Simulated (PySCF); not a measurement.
Ge(F)(Cl)(NH2)2 (ClFGeH4N2), SMILES [NH2][Ge]([NH2])([F])[Cl].

Geometry optimised at TPSSh-D3(BJ)/def2-SVP. One conformer was computed; it need not be the lowest.

These are PBE/def2-TZVP (PySCF) values and carry that method's errors.

Gas-phase values at a fixed geometry.

- total energy = -2748.46376 hartree
- highest occupied level = -6.66 eV
- lowest empty level = -1.32 eV
- orbital gap = 5.34 eV
- dipole moment = 3.22 D
- quadrupole, principal values (traceless, Buckingham form, about the centre of nuclear charge) = -8.90, -0.03, 8.94 D·Å
- mean static polarisability = 56.0 bohr³ (8.30 Å³)
- polarisability, principal values = 47.1, 55.9, 65.1 bohr³
